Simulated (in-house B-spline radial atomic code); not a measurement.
Configurations of neutral chlorine, with energies counted from [Ne] 3s2 3p5. Level of theory: non-relativistic BHandHLYP, spin-polarised, spherical fractional occupations, exact exchange averaged over the configuration, point nucleus; calculated with a B-spline radial code for spherical atoms. Shells without spins written out take the highest spin.

Occupations are held fixed; configurations that lie above the ionisation limit could autoionise.

```json
{"configuration": "[Ne] 3s2 3p4 4s1", "E - E(ref) (eV)": "8.9266", "highest orbital": "4s up", "its <r> (bohr)": "5.413"}
{"configuration": "[Ne] 3s2 3p4 4f1", "E - E(ref) (eV)": "12.015", "highest orbital": "4f up", "its <r> (bohr)": "17.58"}
{"configuration": "[Ne] 3s1 3p6", "E - E(ref) (eV)": "13.606", "highest orbital": "3p down", "its <r> (bohr)": "1.875"}
```

(1) Order these further configurations by energy, lowest first.
A. [Ne] 3s1 3p5 4f1
B. [He] 2s2 2p5 3s2 3p6
C. [Ne] 3s1 3p5 4d1
D. [Ne] 3s2 3p4 4d1

Answers

(1) D (11.698 eV), C (24.992 eV), A (25.344 eV), B (194.07 eV).
